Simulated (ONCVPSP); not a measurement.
## Potentials for Sr compared

Generated with ld1.x 7.5 (TM, RRKJ, ultrasoft, PAW), atompaw 4.2 or ONCVPSP 4.0.1. The cutoff is in Ry: for ld1.x and atompaw files where the sum of valence levels is converged to 10 mRy in a Bessel basis, for ONCV files where the hardest occupied wave has 1 mHa per electron of residual kinetic energy. The error is the largest all-electron minus pseudo excitation energy over each file’s own four to seven test configurations (ionisations up to +4, promotions, holes and added fractions of an electron), all of which were solved. The labels leave out finer settings (local radius, basis sizes, second energies), which also bear on the numbers. Spin-polarised tests are not counted. The rows are a selection from randomly drawn settings: files with unsolved tests, undetermined cutoffs or missed reference levels are left out.

A true bound ghost makes a file unfit for plane-wave use even where its test errors are small: the radial tests pick states by their node count and pass the ghost by.

| potential | cutoff (Ry) | largest error (meV) | bound ghosts |
| --- | --- | --- | --- |
| ONCV, Wu-Cohen, fully relativistic, rc 2.35/2.20/1.90 (spd), local smoothed, core correction no, reference 4s2 4p6 5s2, qcut 4.4/5.6/5.3, projectors 3/3/2 | 16 | -2.1 | none |
| ONCV, PBE, scalar-relativistic, rc 2.55/1.90/1.90 (spd), local d, core correction no, reference 4s2 4p6 5s2, qcut 3.8/6.9/4.8, projectors 2/2/0 | 26 | -307 | none |
| ONCV, LDA (Perdew-Zunger), fully relativistic, rc 2.25/1.70/2.25 (spd), local smoothed, core correction yes, reference 4s2 4p6 5s1, qcut 7.1/5.2/4.8, projectors 2/1/2 | 30 | +23 | none |
| ONCV, LDA (Perdew-Wang 92), scalar-relativistic, rc 2.05/1.90/2.00 (spd), local smoothed, core correction yes, reference 4s2 4p6 5s1, qcut 5/5.8/4.8, projectors 2/2/2 | 22 | -1.5 | none |
| ONCV, LDA (Perdew-Wang 92), scalar-relativistic, rc 2.40/1.70/2.50 (spd), local smoothed, core correction yes, reference 4s2 4p6 5s1.5, qcut 5.5/5.7/4.5, projectors 3/1/1 | 21 | +35 | none |

Problem. Fill in the row for Sr: ONCV, PBEsol, scalar-relativistic, rc 2.50/1.90/2.20 (spd), local smoothed, core correction yes, reference 4s2 4p6 5s2, qcut 3.9/6.1/4.3, projectors 3/2/2.

Solution. cutoff 22 Ry, largest error -5.5 meV, bound ghosts: none.

Problem. Fill in the row for Sr: ONCV, LDA (Perdew-Wang 92), scalar-relativistic, rc 2.15/2.50/1.90 (spd), local d, core correction yes, reference 4s2 4p6 5s2, qcut 6.5/6.7/4.9, projectors 2/1/0.

Solution. cutoff 24 Ry, largest error -69 meV, bound ghosts: none.

Problem. Fill in the row for Sr: ONCV, PBEsol, scalar-relativistic, rc 2.20/3.00/3.10 (spd), local smoothed, core correction yes, reference 4s2 4p6 5s1 5p1, qcut 6.2/4.2/3.3, projectors 3/2/1.

Solution. cutoff 23 Ry, largest error -4.9 meV, bound ghosts: d.
